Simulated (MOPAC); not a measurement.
MOPAC input (AM1):

```
AM1 1SCF CHARGE=-1 GEO-OK AUX(PRECISION=9) THREADS=1
H5FN3Si

N     0.24931200 1    1.76831000 1   -0.05892700 1
Si    0.00349400 1    0.15400600 1    0.01799700 1
N     1.04827200 1   -0.65329700 1   -1.16818500 1
N    -1.66688700 1   -0.42170800 1   -0.13148300 1
F     0.39723000 1   -0.73224600 1    1.37126800 1
H    -0.43319800 1    2.35199600 1    0.41303800 1
H     1.68177600 1   -1.32491200 1   -0.75264700 1
H     1.60272700 1    0.04324200 1   -1.65070900 1
H    -2.12146100 1   -0.05870900 1   -0.95938200 1
H    -1.76871400 1   -1.43062900 1   -0.13350400 1
```

Output:

```
 *******************************************************************************
 **                                                                           **
 **                              MOPAC v23.2.5                                **
 **                                                                           **
 *******************************************************************************
 ** MOPAC's Digital Object Identifier: https://doi.org/10.5281/zenodo.6511958 **
 **                                                                           **
 ** Please cite the open-source release paper for use of this MOPAC version:  **
 ** J. E. Moussa and J. J. P. Stewart (2026)                                  **
 ** MOPAC: An open-source semiempirical molecular orbital program             **
 ** J. Open Source Softw., 11(119), 8025, https://doi.org/10.21105/joss.08025 **
 *******************************************************************************

                              AM1 CALCULATION RESULTS

 *******************************************************************************
 *  AM1        - The AM1 Hamiltonian to be used
 *  GEO-OK     - OVERRIDE INTERATOMIC DISTANCE AND OTHER SAFETY CHECKS
 *
 *
 *
 *                 CHARGE ON SYSTEM = -1
 *
 *
 *
 *  1SCF       - DO 1 SCF AND THEN STOP
 *  AUX        - OUTPUT AUXILIARY INFORMATION
 *******************************************************************************
AM1 1SCF CHARGE=-1 GEO-OK AUX(PRECISION=9) THREADS=1
 H5FN3Si

   ATOM   CHEMICAL          X               Y               Z
  NUMBER   SYMBOL      (ANGSTROMS)     (ANGSTROMS)     (ANGSTROMS)

     1       N          0.24931200  *   1.76831000  *  -0.05892700  *
     2      Si          0.00349400  *   0.15400600  *   0.01799700  *
     3       N          1.04827200  *  -0.65329700  *  -1.16818500  *
     4       N         -1.66688700  *  -0.42170800  *  -0.13148300  *
     5       F          0.39723000  *  -0.73224600  *   1.37126800  *
     6       H         -0.43319800  *   2.35199600  *   0.41303800  *
     7       H          1.68177600  *  -1.32491200  *  -0.75264700  *
     8       H          1.60272700  *   0.04324200  *  -1.65070900  *
     9       H         -2.12146100  *  -0.05870900  *  -0.95938200  *
    10       H         -1.76871400  *  -1.43062900  *  -0.13350400  *

          CARTESIAN COORDINATES

    NO.       ATOM           X           Y           Z

     1         N          0.2493      1.7683     -0.0589
     2        Si          0.0035      0.1540      0.0180
     3         N          1.0483     -0.6533     -1.1682
     4         N         -1.6669     -0.4217     -0.1315
     5         F          0.3972     -0.7322      1.3713
     6         H         -0.4332      2.3520      0.4130
     7         H          1.6818     -1.3249     -0.7526
     8         H          1.6027      0.0432     -1.6507
     9         H         -2.1215     -0.0587     -0.9594
    10         H         -1.7687     -1.4306     -0.1335

  H: (AM1): M.J.S. DEWAR ET AL, J. AM. CHEM. SOC. 107 3902-3909 (1985)
  N: (AM1): M.J.S. DEWAR ET AL, J. AM. CHEM. SOC. 107 3902-3909 (1985)
  F: (AM1): M.J.S. DEWAR AND E. G. ZOEBISCH, THEOCHEM, 180, 1 (1988).
 Si: (AM1): M.J.S.DEWAR, C. JIE, ORGANOMETALLICS, 6, 1486-1490 (1987).

           Empirical Formula: H5 N3 Si F  =    10 atoms

      MOLECULAR POINT GROUP   :   C1

      RHF CALCULATION, NO. OF DOUBLY OCCUPIED LEVELS = 16

 -------------------------------------------------------------------------------
 AM1 1SCF CHARGE=-1 GEO-OK AUX(PRECISION=9) THREADS=1
 H5FN3Si

     1SCF WAS SPECIFIED, SO BFGS WAS NOT USED
     SCF FIELD WAS ACHIEVED

                              AM1 CALCULATION
                                                       MOPAC v23.2.5 Linux

          FINAL HEAT OF FORMATION =       -132.60715 KCAL/MOL =    -554.82833 KJ/MOL

          COSMO AREA              =        115.87 SQUARE ANGSTROMS
          COSMO VOLUME            =        103.99 CUBIC ANGSTROMS

          IONIZATION POTENTIAL    =          2.862929 EV
          HOMO LUMO ENERGIES (EV) =         -2.863  7.626
          NO. OF FILLED LEVELS    =         16
          MOLECULAR WEIGHT        =         94.1435         POINT GROUP:  C1

          MOLECULAR DIMENSIONS (Angstroms)

            Atom       Atom       Distance
            H     7    H     6     4.39904
            H    10    H     8     3.90065
            F     5    H     9     3.20650

          SCF CALCULATIONS        =          1

   ATOM   CHEMICAL          X               Y               Z
  NUMBER   SYMBOL      (ANGSTROMS)     (ANGSTROMS)     (ANGSTROMS)

     1       N          0.24931200  *   1.76831000  *  -0.05892700  *
     2      Si          0.00349400  *   0.15400600  *   0.01799700  *
     3       N          1.04827200  *  -0.65329700  *  -1.16818500  *
     4       N         -1.66688700  *  -0.42170800  *  -0.13148300  *
     5       F          0.39723000  *  -0.73224600  *   1.37126800  *
     6       H         -0.43319800  *   2.35199600  *   0.41303800  *
     7       H          1.68177600  *  -1.32491200  *  -0.75264700  *
     8       H          1.60272700  *   0.04324200  *  -1.65070900  *
     9       H         -2.12146100  *  -0.05870900  *  -0.95938200  *
    10       H         -1.76871400  *  -1.43062900  *  -0.13350400  *

                             CARTESIAN COORDINATES

   1    N        0.249312000     1.768310000    -0.058927000
   2   Si        0.003494000     0.154006000     0.017997000
   3    N        1.048272000    -0.653297000    -1.168185000
   4    N       -1.666887000    -0.421708000    -0.131483000
   5    F        0.397230000    -0.732246000     1.371268000
   6    H       -0.433198000     2.351996000     0.413038000
   7    H        1.681776000    -1.324912000    -0.752647000
   8    H        1.602727000     0.043242000    -1.650709000
   9    H       -2.121461000    -0.058709000    -0.959382000
  10    H       -1.768714000    -1.430629000    -0.133504000

           Empirical Formula: H5 N3 Si F  =    10 atoms

      MOLECULAR POINT GROUP   :   C1

                  EIGENVALUES
 -41.18783 -26.90205 -26.69295 -23.20966 -11.61377 -11.19559 -10.83525  -9.91748
  -9.38752  -8.34956  -7.73997  -7.62881  -5.28971  -5.20141  -3.53697  -2.86293
   7.62629   7.71032   8.52451   9.16887  10.00356  10.16407  10.81502  11.19393
  12.46926

              NET ATOMIC CHARGES AND DIPOLE CONTRIBUTIONS

  ATOM NO.   TYPE          CHARGE      No. of ELECS.   s-Pop       p-Pop
    1          N          -1.000580        6.0006     1.73886     4.26172
    2         Si           1.420486        2.5795     0.77384     1.80567
    3          N          -0.708522        5.7085     1.62091     4.08761
    4          N          -0.712864        5.7129     1.62019     4.09267
    5          F          -0.549338        7.5493     1.89861     5.65073
    6          H           0.087712        0.9123     0.91229
    7          H           0.112973        0.8870     0.88703
    8          H           0.129157        0.8708     0.87084
    9          H           0.112704        0.8873     0.88730
   10          H           0.108272        0.8917     0.89173
 DIPOLE           X         Y         Z       TOTAL
 POINT-CHG.    -0.354    -2.341    -0.408     2.402
 HYBRID         0.083    -0.792    -0.052     0.798
 SUM           -0.271    -3.133    -0.460     3.178

          ATOMIC ORBITAL ELECTRON POPULATIONS

     Atom    s        px        py        pz
    1  N   1.73886   1.46404   1.17627   1.62142
    2 Si   0.77384   0.60555   0.63824   0.56188
    3  N   1.62091   1.30183   1.26641   1.51938
    4  N   1.62019   1.50313   1.13646   1.45309
    5  F   1.89861   1.93794   1.89683   1.81596
    6  H   0.91229
    7  H   0.88703
    8  H   0.87084
    9  H   0.88730
   10  H   0.89173

 **********************
 *                    *
 * JOB ENDED NORMALLY *
 *                    *
 **********************

 == MOPAC DONE ==
```

The dipole moment of an ion depends on the origin.

The geometry given is a B3LYP-D3(BJ)/def2-TZVP minimum.
